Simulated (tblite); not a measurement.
Compound: C8H6O3.
Bonds: C1–C2, C2–O3 (double), C2–C4, C4–C5 (double), C5–C6, C6–O7 (double), C6–C8, C8–C9 (double), C9–C10, C10–O11 (double), C4–C10. Hydrogens: H12, H13, H14 on C1; H15 on C5; H16 on C8; H17 on C9.

The geometry is computed with GFN2-xTB (gas phase).

(1) What internal coordinates does the optimisation give?

Results:

(1) 
```json
{"bond": "C1–C2", "length (pm)": "149.7"}
{"bond": "C2=O3", "length (pm)": "120.5"}
{"bond": "C2–C4", "length (pm)": "150.5"}
{"bond": "C4=C5", "length (pm)": "134.3"}
{"bond": "C5–C6", "length (pm)": "147.4"}
{"bond": "C6=O7", "length (pm)": "121.3"}
{"bond": "C6–C8", "length (pm)": "147.6"}
{"bond": "C8=C9", "length (pm)": "133.4"}
{"bond": "C9–C10", "length (pm)": "147.6"}
{"bond": "C10=O11", "length (pm)": "121.3"}
{"bond": "C4–C10", "length (pm)": "148.8"}
{"bond": "C1–H12, C1–H13, C1–H14", "length (pm)": "108.8"}
{"bond": "C5–H15", "length (pm)": "108.3"}
{"bond": "C8–H16", "length (pm)": "108.1"}
{"bond": "C9–H17", "length (pm)": "108.2"}
```

Bonds in one row agree within 1 pm and their mean is given. A selection of angles:
```json
{"angle": "C1–C2–O3", "degrees": "124.2"}
{"angle": "C1–C2–C4", "degrees": "115.3"}
{"angle": "O3–C2–C4", "degrees": "120.6"}
{"angle": "C2–C4–C5", "degrees": "118.7"}
{"angle": "C2–C4–C10", "degrees": "120.5"}
{"angle": "C5–C4–C10", "degrees": "120.8"}
{"angle": "C4–C5–C6", "degrees": "123.4"}
{"angle": "C5–C6–O7", "degrees": "122.4"}
{"angle": "C5–C6–C8", "degrees": "115.3"}
{"angle": "O7–C6–C8", "degrees": "122.3"}
{"angle": "C6–C8–C9", "degrees": "121.9"}
{"angle": "C8–C9–C10", "degrees": "123.0"}
{"angle": "C9–C10–O11", "degrees": "121.2"}
{"angle": "C4–C10–C9", "degrees": "115.4"}
{"angle": "C4–C10–O11", "degrees": "123.4"}
```

Dihedral angles: C1–C2–C4–C5 139° (anticlinal); C2–C4–C5–C6 -179° (antiperiplanar); C4–C5–C6–O7 -179° (antiperiplanar); C5–C6–C8–C9 -2° (synperiplanar); C6–C8–C9–C10 0° (synperiplanar); C8–C9–C10–O11 -176° (antiperiplanar); C2–C4–C10–C9 177° (antiperiplanar). The mirror-image conformer, all signs reversed, is as good.

The C–C distances run from 1.334 Å (C8=C9, drawn double) to 1.505 Å (C2–C4, drawn single), a spread of 0.171 Å. Of the pairs four or more bonds apart, O11···H14 is among the closest relative to their van der Waals radii: 2.29 Å, 84 % of the sum of Bondi's values. The 6-membered ring C4–C5–C6–C8–C9–C10 has internal angles of 115.3° to 123.4° (sum 720°, against 720° for a flat polygon); it is almost planar, 0.01 Å rms from its mean plane, widest ring torsion 4°.

Point group: C1 (no symmetry element, even within 0.4 Å). Its GFN2-xTB frequencies are all real (lowest 34 cm⁻¹). One conformer, not necessarily the lowest.
